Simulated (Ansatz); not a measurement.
## Cost against result

Saddle point of GaH₂ClO₂, singlet (GaH₂ClO₂ ([OH][Ga]([OH])[Cl]) → GaClO + H₂O (still joined by a long Ga–O bond); bonds formed: O2–H4; bonds broken: O3–H4; bonds weakened to dative contacts: Ga1–O2), PBE0-D4/def2-TZVP structure:

```
6
angstrom
Ga -0.6299 0.3381 -0.6257
O 0.9462 -0.1296 0.5735
O -0.4861 -1.3288 -0.9276
H 0.5535 -1.0287 0.0790
Cl -1.2727 2.3283 -0.6320
H 0.8890 -0.1793 1.5328
```

Barriers are electronic and count from the start structure reached by relaxing down the imaginary mode.

Ansatz 0.2.0; basis: as named in each row; cores frozen in the correlated methods. Filled d shells of the heavier atoms are correlated. The def2 sets are not built for correlating such inner shells, so the correlated values are less sure here. B3LYP uses VWN-RPA correlation. Extrapolation: Hartree–Fock as exp(−7.88 √X), correlation as X^−2.97.

Times are rough, for one single point on 4 threads of a shared host (AMD EPYC).

The estimate by CCSD(T) at an estimated basis limit (MP2 extrapolated from triple and quadruple zeta, plus CCSD(T) − MP2 in triple zeta) is 52.59 kcal/mol.

```json
{"method": "HF", "basis": "STO-3G", "time (s)": "1", "barrier (kcal/mol)": "61.13", "method less estimate": "8.55"}
{"method": "SPW92", "basis": "def2-SVP", "time (s)": "2", "barrier (kcal/mol)": "39.02", "method less estimate": "-13.57"}
{"method": "PBE-D4", "basis": "STO-3G", "time (s)": "2", "barrier (kcal/mol)": "8.94", "method less estimate": "-43.65"}
{"method": "PBE-D4", "basis": "def2-SVP", "time (s)": "2", "barrier (kcal/mol)": "41.81", "method less estimate": "-10.77"}
{"method": "SPW92", "basis": "def2-TZVPP", "time (s)": "3", "barrier (kcal/mol)": "41.00", "method less estimate": "-11.59"}
{"method": "B3LYP-D4", "basis": "6-31G", "time (s)": "3", "barrier (kcal/mol)": "49.67", "method less estimate": "-2.92"}
{"method": "PBE-D4", "basis": "def2-TZVPP", "time (s)": "3", "barrier (kcal/mol)": "43.83", "method less estimate": "-8.76"}
{"method": "PBE0-D4", "basis": "def2-SVP", "time (s)": "4", "barrier (kcal/mol)": "49.48", "method less estimate": "-3.11"}
{"method": "BLYP-D4", "basis": "def2-TZVPP", "time (s)": "4", "barrier (kcal/mol)": "45.04", "method less estimate": "-7.55"}
{"method": "PBE0-D4", "basis": "def2-TZVPP", "time (s)": "6", "barrier (kcal/mol)": "50.92", "method less estimate": "-1.67"}
{"method": "B3LYP-D4", "basis": "def2-TZVPP", "time (s)": "6", "barrier (kcal/mol)": "50.66", "method less estimate": "-1.92"}
{"method": "r2SCAN-D4", "basis": "def2-TZVPP", "time (s)": "6", "barrier (kcal/mol)": "49.05", "method less estimate": "-3.54"}
{"method": "BHLYP-D4", "basis": "def2-TZVPP", "time (s)": "6", "barrier (kcal/mol)": "58.39", "method less estimate": "5.80"}
{"method": "CAM-B3LYP-D4", "basis": "def2-TZVPP", "time (s)": "6", "barrier (kcal/mol)": "52.93", "method less estimate": "0.34"}
{"method": "RPA on PBE", "basis": "def2-TZVPP", "time (s)": "8", "barrier (kcal/mol)": "50.34", "method less estimate": "-2.24"}
{"method": "PBE-QIDH", "basis": "def2-TZVPP", "time (s)": "8", "barrier (kcal/mol)": "53.67", "method less estimate": "1.09"}
{"method": "wB97M-V", "basis": "def2-SVP", "time (s)": "9", "barrier (kcal/mol)": "51.38", "method less estimate": "-1.20"}
{"method": "r2SCAN0-D4", "basis": "def2-TZVPP", "time (s)": "9", "barrier (kcal/mol)": "54.02", "method less estimate": "1.44"}
{"method": "B2PLYP", "basis": "def2-TZVPP", "time (s)": "10", "barrier (kcal/mol)": "50.58", "method less estimate": "-2.01"}
{"method": "B97M-V", "basis": "def2-TZVPP", "time (s)": "11", "barrier (kcal/mol)": "51.37", "method less estimate": "-1.22"}
{"method": "wB97X-V", "basis": "def2-TZVPP", "time (s)": "11", "barrier (kcal/mol)": "54.07", "method less estimate": "1.48"}
{"method": "wB97M-V", "basis": "def2-TZVPP", "time (s)": "12", "barrier (kcal/mol)": "52.85", "method less estimate": "0.26"}
{"method": "CCSD(T)", "basis": "def2-SVP", "time (s)": "13", "barrier (kcal/mol)": "52.70", "method less estimate": "0.11"}
{"method": "MP2", "basis": "def2-QZVPP", "time (s)": "37", "barrier (kcal/mol)": "50.65", "method less estimate": "-1.93"}
{"method": "CCSD(T)", "basis": "def2-TZVPP", "time (s)": "100", "barrier (kcal/mol)": "52.84", "method less estimate": "0.26"}
```

All methods are single points on the PBE0-D4 structures.

T1 diagnostic: at most 0.021.

Labels in which every atom is bracketed show which atoms are joined, not bond orders.
